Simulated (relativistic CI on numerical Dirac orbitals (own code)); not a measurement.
# What each ingredient does to the levels of Lu LXIV

Base calculation: Dirac-Coulomb-Breit CI, KLI orbitals optimised for each configuration, a model potential for QED, unscaled Slater integrals.

Configurations in the expansion (outside the closed core 1s2): 2s²2p⁴, 2s2p⁵, 2p⁶, 2p⁵3s, 2p⁵3p, 2s²2p³3s, 2p⁵3d, 2s²2p³3p, 2s²2p³3d, 2s2p⁴3s, 2s2p⁴3p, 2s2p⁴3d, 2s²2p³4s, 2s²2p³4p, 2s²2p³4d, 2s²2p³4f, 2s²2p²3s², 2s2p⁴4s, 2s²2p²3s3p, 2s2p⁴4p, 2s2p⁴4d, 2s²2p³5s, 2s2p⁴4f, 2s²2p²3s3d, 2s²2p³5p, 2s²2p²3p², 2s²2p³5d, 2s²2p³5f, 2s²2p³5g, 2s²2p²3p3d, 2s2p³3s², 2s²2p²3d², 2s2p³3s3p, 2s2p³3s3d, 2s2p³3p², 2s2p⁴5s. Levels of other configurations are missing.

Variants: (1) QED terms removed; (2) non-relativistic limit. Shifts of the energy above 2s²2p⁴ ³P2, in eV, for the lowest level and the first level of each name with at least 55 % of one term (blank where a level changes its place among those of its configuration and J or its character, or is not in the variant):

| Level | Base | Δ(1) | Δ(2) |
| --- | --- | --- | --- |
| 2s²2p⁴ ³P2 | 0.00 | 0.00 | 0.00 |
| 2s²2p⁴ ¹S0 | 57.39 | +0.03 |  |
| 2s²2p⁴ ³P1 | 1156.66 | -1.29 | -1156.66 |
| 2s²2p⁴ ¹D2 | 1175.53 | -1.29 | -1136.91 |
| 2s2p⁵ ³P°2 | 1540.36 | +14.42 | -1227.61 |
| 2s2p⁵ ¹P°1 | 1620.34 | +14.45 |  |
| 2s²2p⁴ ³P0 | 2355.36 | -2.42 |  |
| 2s2p⁵ ³P°0 | 2708.40 | +13.15 | -2395.65 |
| 2s2p⁵ ³P°1 | 2746.07 | +13.17 |  |
| 2p⁶ ¹S0 | 3198.82 | +28.70 | -2469.15 |
| 2s²2p³3p ³P0 | 8437.02 | +1.64 | -120.88 |
| 2s²2p³3d ³P°0 | 8513.29 | +2.44 |  |
| 2s²2p³3s ³S°1 | 9089.98 | -3.74 |  |
| 2s²2p³3s ³D°3 | 9102.85 | -3.71 | -836.96 |

At this charge energies of transitions that change n are usually good to better than 1 %, and those within a shell (Δn = 0) to a few per cent.

Ionisation energy from the two ground configurations alone: base 14887.9 eV. The NIST ASD value (theoretical) is 14890 eV.

LS names give the leading component of a level, which can be under half, so a name can repeat, a term be missing and a line seem to break the LS rules.
